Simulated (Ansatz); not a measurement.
The cluster Ag3Ge2⁻, relaxed as a singlet with RKS r2SCAN-D4/def2-SVPD in Ansatz, starting from the GFN2-xTB geometry. Force threshold 0.02 eV/Å.

In the def2 sets Ag takes a core potential; there is no spin–orbit coupling. The restricted singlet is unstable towards broken spin symmetry in Hartree–Fock (as tested in another run); at r2SCAN-D4/def2-SVPD this wasn't settled. The relaxation made no stability test and no search for a lower SCF solution. No other spin state of charge -1 was run. The structure comes from a short search, and lower isomers may exist.

Start:

```csv
atom,x (Å),y (Å),z (Å)
Ag1,0.3962,0.7042,0.9141
Ag2,2.6557,-0.2007,-1.9665
Ag3,0.1929,-0.8705,-1.4297
Ge4,-1.6144,-0.4895,0.2816
Ge5,-1.6305,0.8565,2.2006
```

```json
{"step": "1", "energy (eV)": "-125026.6524", "largest force component (eV/Å)": "1.678", "SCF passes": "21"}
{"step": "2", "energy (eV)": "-125026.8596", "largest force component (eV/Å)": "0.454", "SCF passes": "24"}
{"step": "3", "energy (eV)": "-125026.9550", "largest force component (eV/Å)": "0.205", "SCF passes": "29"}
{"step": "4", "energy (eV)": "-125027.0289", "largest force component (eV/Å)": "0.160", "SCF passes": "28"}
{"step": "5 (rejected)", "energy (eV)": "-125026.9925", "largest force component (eV/Å)": "0.646", "SCF passes": "30"}
{"step": "6", "energy (eV)": "-125027.0438", "largest force component (eV/Å)": "0.078", "SCF passes": "24"}
{"step": "7", "energy (eV)": "-125027.0458", "largest force component (eV/Å)": "0.038", "SCF passes": "23"}
{"step": "8", "energy (eV)": "-125027.0459", "largest force component (eV/Å)": "0.026", "SCF passes": "23"}
{"step": "9", "energy (eV)": "-125027.0460", "largest force component (eV/Å)": "0.005", "SCF passes": "23"}
```

Force components are those of the run's own axes.

End:

| atom | x (Å) | y (Å) | z (Å) |
| --- | --- | --- | --- |
| Ag1 | 0.6891 | 0.6663 | 0.5892 |
| Ag2 | 2.4485 | 0.0148 | -1.4759 |
| Ag3 | -0.0032 | -1.0298 | -1.5162 |
| Ge4 | -1.6403 | -0.4668 | 0.2622 |
| Ge5 | -1.4941 | 0.8154 | 2.1407 |

Bonds formed: Ag1–Ag2 (atoms count from 1).

No frequencies were taken in this run, so the end may be a saddle point.

It took 53 s on 4 threads of Arm Neoverse V1 on a shared host.
